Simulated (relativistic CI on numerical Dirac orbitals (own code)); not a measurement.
## Yb4+: N4,5 absorption edge

Computed with this model: Dirac-Coulomb-Breit CI, orbitals from a KLI potential per configuration, a model potential for QED, valence Slater integrals scaled by 0.8, multiplet model of core-to-valence dipole absorption; configurations [Xe] 4f12 → [Kr] 4d9 4f13 5s2 5p6; 300 K; Lorentzian 0.3 eV and Gaussian 0.2 eV FWHM. Energies are those of the free ion, without screening or charge transfer. The branching ratio is the share of the lower-energy edge in the whole absorption, uncertain by about 0.02 where the edges overlap. S is read from ⟨S²⟩ = S(S + 1).

Field parameters in Wybourne normalisation; cubic f-shell fields have B⁴₄ = √(5/14) B⁴₀ and B⁶₄ = −√(7/2) B⁶₀. The field is a parameter set, without covalency.

free ion: ground-state S = 0.99, centroid 188.81 eV. Peaks (eV, height): 182.1 (28), 185.9 (15), 191.0 (100).

D3d, B20 = -1290, B40 = 1370, B43 = 2380, B60 = 420, B63 = -940, B66 = -400 cm⁻¹: ground-state S = 0.99, centroid 188.84 eV. Peaks (eV, height): 182.2 (26), 186.0 (15), 191.0 (100).

Oh, B40 = -4010, B60 = 370 cm⁻¹: ground-state S = 0.99, centroid 188.84 eV. Peaks (eV, height): 182.2 (29), 186.0 (16), 191.0 (100).

Strongest unbroadened transitions for free ion:

```
Energy (eV)  Relative strength
     182.09               27.4
     185.92               14.4
     190.98              100.0
     203.60                0.6
```
